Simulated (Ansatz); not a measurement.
## Counterpoise correction, worked out

The pair of Li⁺ (SMILES [Li+], atom 1) and SiF4 (SMILES F[Si](F)(F)F, atoms 2–6), both closed shells, in one local arrangement (a lower one may exist), relaxed at PBE0-D4/def2-TZVP:

Li1  (-0.053, -0.114, -2.798)
F2  (-1.417, -0.353, 1.092)
Si3  (0.012, 0.026, 0.641)
F4  (-0.019, -0.041, -0.988)
F5  (1.083, -1.003, 1.071)
F6  (0.394, 1.485, 0.981)
(Å)

Ansatz 0.2.0; basis: def2-TZVPPD; cores frozen in the correlated methods. The outer core shell of Li, Na, Mg and K is correlated.

CCSD(T) total energies in eV:

| system | geometry | basis functions | energy |
| --- | --- | --- | --- |
| pair | pair | all | -18928.77181 |
| Li⁺ | as in the pair | all (partner as ghosts) | -197.84936 |
| SiF4 | as in the pair | all (partner as ghosts) | -18730.06597 |
| Li⁺ | as in the pair | its own | -197.84251 |
| SiF4 | as in the pair | its own | -18730.05573 |
| Li⁺ | free (PBE0-D4 minimum) | its own | -197.84251 |
| SiF4 | free (PBE0-D4 minimum) | its own | -18730.22816 |

**Question.** Work out the interaction energy with and without the counterpoise correction, the superposition error, and the binding energy from the relaxed fragments.

**Answer.** Without correction: -18928.77181 − (-197.84251) − (-18730.05573) = -0.87357 eV.
With correction (each fragment in the whole basis): -18928.77181 − (-197.84936) − (-18730.06597) = -0.85648 eV = -19.75 kcal/mol.
The superposition error is the difference, 0.01709 eV, 2 % of the uncorrected value: each fragment borrows its partner's functions.
Deformation from the free shapes: 0.00000 eV for Li⁺ and 0.17243 eV for SiF4.
Binding energy from relaxed fragments: -0.85648 + 0.00000 + 0.17243 = -0.68405 eV = -15.77 kcal/mol (electronic, without zero-point energy; negative means bound). For comparison, the corrected interaction energy by CCSD(T) at an estimated basis limit (MP2 extrapolated from triple and quadruple zeta, plus CCSD(T) − MP2 in triple zeta) is -0.888 eV; triple zeta with the correction binds less.

The T1 diagnostic stays at or below 0.012.

For scale, one of the runs: CCSD(T)/def2-TZVPPD, 230 basis functions, launched by `ansatz run in.yaml --threads 4 --pin off --events-out ev --progress --plain --max-ram 9574MiB`. The run took 2.7 min on 4 CPU threads of an Arm Neoverse V1 (shared host), with 4.4 GiB of host memory at its peak.
